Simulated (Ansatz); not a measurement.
# How basis sets differ on InCl (SMILES [Cl][In])

InCl: 2 atoms, total charge 0, spin state singlet. As SMILES, `[Cl][In]`. Geometry: relaxed at PBE0-D4/def2-TZVP.

```tsv
atom	x (Å)	y (Å)	z (Å)
Cl	0.0000	0.0000	-0.0139
In	0.0000	0.0000	2.3996
```

Quantity: the dipole moment, in D. The values are calculated.

```json
{"level": "MP2/x2c-SV(P)all (sfX2C)", "kind": "perturbation theory", "program": "Ansatz", "value (D)": "2.84", "CPU time": "1.7 s"}
{"level": "MP2/x2c-TZVPall (sfX2C)", "kind": "perturbation theory", "program": "Ansatz", "value (D)": "3.69", "CPU time": "4.7 s"}
{"level": "MP2/x2c-TZVPPall (sfX2C)", "kind": "perturbation theory", "program": "Ansatz", "value (D)": "3.69", "CPU time": "5 s"}
{"level": "MP2/x2c-QZVPall (sfX2C)", "kind": "perturbation theory", "program": "Ansatz", "value (D)": "3.88", "CPU time": "17 s"}
```

The values span 2.84 to 3.88 D. In the correlated wave-function rows the outer d shell of In is correlated, in sets not made for it. Times are those of the runs behind each value, whatever else they computed, on shared processors of several kinds: orders of magnitude only.
